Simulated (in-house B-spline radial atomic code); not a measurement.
Configurations of Pd⁷⁺, with energies counted from [Kr] 4d3. All numbers are computed (scalar-relativistic (X2C) OLYP, spin-polarised, spherical fractional occupations; Fermi nucleus of rms radius 4.5318 fm) with an all-electron radial atomic-structure program (B-spline basis), not measured. Shells without spins written out take the highest spin.

Occupations are held fixed; configurations that lie above the ionisation limit could autoionise.

| configuration | E - E(ref) (eV) | highest orbital | its <r> (bohr) |
| --- | --- | --- | --- |
| [Kr] 4d(2 up, 1 down) | 2.4092 | 4d down | 1.125 |
| [Ar] 3d10 4s2 4p5 4d4 | 49.505 | 4d up | 1.112 |
| [Kr] 4d2 5d1 | 61.879 | 5d up | 2.444 |
| [Kr] 4d(1 up, 1 down) 5d(0 up, 1 down) | 63.198 | 5d down | 2.453 |
| [Ar] 3d9 4s2 4p6 4d3 5s1 | 382.66 | 5s up | 1.862 |
| [Ar] 3d(4 up, 5 down) 4s2 4p6 4d(3 up, 0 down) 4f(0 up, 1 down) | 405.14 | 4f down | 1.481 |
| [Ar] 3d9 4s2 4p6 4d3 5d1 | 412.24 | 5d up | 2.396 |

Question: Order these further configurations by energy, lowest first.
A. [Ar] 3d10 4s2 4p(3 up, 2 down) 4d(1 up, 2 down) 5s(1 up, 0 down)
B. [Ar] 3d9 4s2 4p6 4d3 5p1
C. [Ar] 3d10 4s2 4p(3 up, 2 down) 4d(3 up, 0 down) 5p(0 up, 1 down)
D. [Ar] 3d10 4s2 4p5 4d3 5s1
E. [Ar] 3d9 4s2 4p6 4d3 5f1

Answer: D (83.609 eV), A (89.585 eV), C (96.436 eV), B (394.62 eV), E (429.65 eV).

Question: How far above the reference does [Ar] 3d10 4s2 4p5 4d3 5d1 lie?

Answer: 113.06 eV; its least bound orbital is 5d up with <r> = 2.429 bohr.

Question: How far above the reference does [Ar] 3d9 4s2 4p6 4d4 lie?

Answer: 346.58 eV; its least bound orbital is 4d up with <r> = 1.084 bohr.

Question: How far above the reference does [Kr] 4d2 5p1 lie?

Answer: 44.53 eV; its least bound orbital is 5p up with <r> = 2.064 bohr.
